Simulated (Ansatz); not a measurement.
The same ligand exchange along the group F, Cl, Br.

Program: Ansatz. Geometries: PBE0-D4/def2-TZVP. ΔE: electronic, gas phase. CCSD(T)/CBS is the MP2 limit (def2-TZVPP, def2-QZVPP) plus CCSD(T) − MP2 in def2-TZVPP, frozen cores. This one scheme is used for every species. DFT in def2-TZVPP. B3LYP here is the variant with VWN-RPA as its local correlation; programs differ in this. For Br outer-core shells are correlated without core-valence functions, which leaves a few kJ/mol of doubt a bond. Scalar relativity is left out up to krypton. One conformer a species, not always the lowest.

```csv
reaction,B3LYP-D4 (eV),CCSD(T)/CBS(def2) (eV)
`[F][Al]([SH])[SH]` + `O[SiH3]` → `[SiH3][O][Al]([SH])[SH]` + H–F,0.23,0.21
`[SH][Al]([SH])[Cl]` + `O[SiH3]` → `[SiH3][O][Al]([SH])[SH]` + HCl,0.00,0.03
`[SH][Al]([SH])[Br]` + `O[SiH3]` → `[SiH3][O][Al]([SH])[SH]` + HBr,-0.03,0.04
```

Largest T1 diagnostic: 0.012, for `[F][Al]([SH])[SH]`.
